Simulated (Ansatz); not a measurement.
C2H5 (SMILES [CH2-]C), charge -1, singlet, at a GFN2-xTB geometry (a gas-phase anion, which may not be bound at this level), with bond 5-2 at 2.4 times its length; CASSCF(6,5)/6-31G run with Ansatz (a program for electronic structure).

Input for Ansatz:
Ansatz 0.2 input:
```yaml
crystal:
  periodic: [false, false, false]
  atoms:
    - {symbol: C, position_ang: [-0.01030605, 0.12039198, 0.84239216]}
    - {symbol: C, position_ang: [0.00777321, 0.03042594, -0.68103923]}
    - {symbol: H, position_ang: [-0.90060325, -0.50218287, 1.18466735]}
    - {symbol: H, position_ang: [0.87721669, -0.49440679, 1.20530634]}
    - {symbol: H, position_ang: [0.03205255, -2.42854595, -1.84597689]}
    - {symbol: H, position_ang: [-0.87309007, 0.53904978, -1.10608662]}
    - {symbol: H, position_ang: [0.89378407, 0.54677798, -1.08557470]}
basis:
  gaussian:
    orbitals: 6-31G
hamiltonian:
  xc: hf
total_charge: -1
magnetization: {spin_polarized: false}
correlation: {active_space: {window: {electrons: 6, orbitals: 5}}}
```

The log (banner, timings and long lists left out):

```
Functional definition: HF
414 factors; integrals over basis functions are off by at most 2.2e-4 eV
mean field evaluation 1: about -2129.5797 eV, gradient 2.2e1 eV
mean field evaluation 2: about -2129.5785 eV, gradient 2.2e1 eV
mean field evaluation 4: about -2131.7964 eV, gradient 2.2e0 eV
mean field evaluation 8: about -2131.8372 eV, gradient 2.0e-1 eV
mean field -2131.83755134 eV, -78.3435850005 hartree, gradient 1.9e-6 eV, S^2 0.000000; 0 other end points of the search recorded, 0 dependent functions left out
reference -2131.83755134 eV, -78.3435850005 hartree; 9, 9 occupied and 19, 19 virtual orbitals, 414 factors
state -2133.84500725 eV, -78.4173576443 hartree
Total energy: -2133.84500725 eV, -78.4173576443 hartree
```
